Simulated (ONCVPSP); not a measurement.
**PBE ONCV dataset for Ru (Z = 44), scalar-relativistic all-electron reference.**

ONCVPSP 4.0.1 input, shortened (lines: element, Z, core and valence counts, functional; n l f; lmax; l rc ep ncon nbas qcut; lloc lpopt rc5 dvloc0; l nproj debl; icmod fcfact rcfact), PBE, scalar-relativistic:

```
  Ru 44.00    6    4        4      upf
    1    0    2.00
    2    0    2.00
    2    1    6.00
    3    0    2.00
    3    1    6.00
    3    2   10.00
    4    0    2.00
    4    1    6.00
    4    2    7.00
    5    0    1.00
    2
    0    1.80    0.00    4    8    8.30
    1    1.90    0.00    4    7    9.20
    2    1.85    0.00    4    9    9.90
    4    3    1.45    0.00
    0    2    0.50
    1    3    2.60
    2    2    4.00
    4    0.60    0.00
```

Problem. Does the generator finish with these settings?

Solution. Yes, a potential is produced and its reference levels are reproduced.

Problem. Estimate the cutoffs (Ha) at which the residual kinetic energy of the hardest occupied pseudo-wave falls to 1 and 0.1 mHa per electron.

Solution. 25 Ha and 31 Ha.

Problem. Does the potential have ghost states?

Solution. No bound ghost flagged; no localised positive-energy state flagged.

Problem. Which valence shell sets the plane-wave cutoff?

Solution. 4d: 25 Ha for 1 mHa per electron, against 20 Ha for 4s.

Problem. Tests: 4s2 4p6 4d7 5s0; 4s2 4p6 4d6 5s0; 4s2 4p6 4d5 5s0; 4s2 4p6 4d7 5s0.5. Which has the largest error in its energy relative to the reference configuration, and how large is it?

Solution. 4s2 4p6 4d6 5s0, with -2.3 meV (all-electron minus pseudo) on +25.48 eV.
